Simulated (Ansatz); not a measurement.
Consider the substitution at a C–Si bond: `CO[SiH2]C` + `S[SiH2]S` → `CS[SiH2]S` + `CO[SiH3]`.

Program: Ansatz. Geometries: PBE0-D4/def2-TZVP. ΔE: electronic, gas phase. CCSD(T)/CBS is the MP2 limit (def2-TZVPP, def2-QZVPP) plus CCSD(T) − MP2 in def2-TZVPP, frozen cores. DFT in def2-TZVPP. One conformer a species, not always the lowest.

```
    species  PBE0 energy (Eh)
`CO[SiH2]C`        -445.54577
 `S[SiH2]S`       -1087.97065
`CS[SiH2]S`       -1127.24776
 `CO[SiH3]`        -406.24839
```

Q: Work out ΔE.

A: ΔE = (-1127.24776) + (-406.24839) − (-445.54577) − (-1087.97065) = 0.02027 Eh = +12.7 kcal/mol. CCSD(T)/CBS gives +12.6 kcal/mol.

Largest T1 diagnostic among the species: 0.011.

Leaving LDA and LC-ωPBE aside and taking each functional with its dispersion term where it has one, the values, not all of them listed here, spread over 2.3 kcal/mol, from revPBE-D4 to B97M-V. From BLYP to BHLYP (50 % exact exchange), in def2-TZVPP and without D4, ΔE moves by +0.9 kcal/mol.
